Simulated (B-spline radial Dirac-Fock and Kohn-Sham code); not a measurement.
Level of theory: Dirac-Fock (average of configuration) total-energy differences with a finite nucleus, the Breit interaction including its frequency dependence, and self-energy and vacuum-polarisation corrections; a B-spline atomic structure program. K edges are those of the screened (neutral excited atom) model, which lie within a few eV to tens of eV of tabulated edges.

An X-ray tube with a tellurium target emits Kα1 at 27470.2 eV and Kβ1 at 30991.0 eV. K edges of lighter neighbours: Ag 25513.9 eV, Cd 26712.8 eV, In 27940.8 eV, Sn 29199.7 eV, Sb 30489.9 eV.

Question: Which of these can serve as a Kβ filter, and which fluoresce under Kα1?

Answer: A Kβ filter needs its edge between the two lines: In, Sn, Sb. Kα1 lies above the K edges of Ag, Cd, which therefore fluoresce.

Values without a named source are computed, but for edge energies of neutral atoms, which are taken from tables.
